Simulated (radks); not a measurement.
Valence configurations of Ti2+ (all share [Ar]). All-electron calculation, scalar-relativistic Kohn-Sham, PBE, spin-unpolarised, spherical densities, finite nucleus; Fermi nuclear charge, rms radius 3.5921 fm. Program: a radial shooting solver on a logarithmic mesh with Libxc functionals. Energies are relative to 3d2; eigenvalues in eV.

valence      E (eV)    e(3d)    e(4p)    e(4s)
3d2           0.000  -19.680        -        -
3d1.5 4s0.5   1.737  -22.124        -  -17.916
3d1.5 4p0.5   4.055  -22.648  -13.598        -
3d1 4s1       4.239  -24.796        -  -18.973
3d0.5 4s1.5   7.592  -27.670        -  -20.051
3d1 4p1       9.085  -25.822  -14.720        -
4s2          11.891        -        -  -21.119
4p2          22.492        -  -16.823        -

NIST lists [Ar] 3d2 as the ground configuration; this level of theory agrees among the configurations tried. The energies are those of spherical spin-averaged densities, not of single terms.
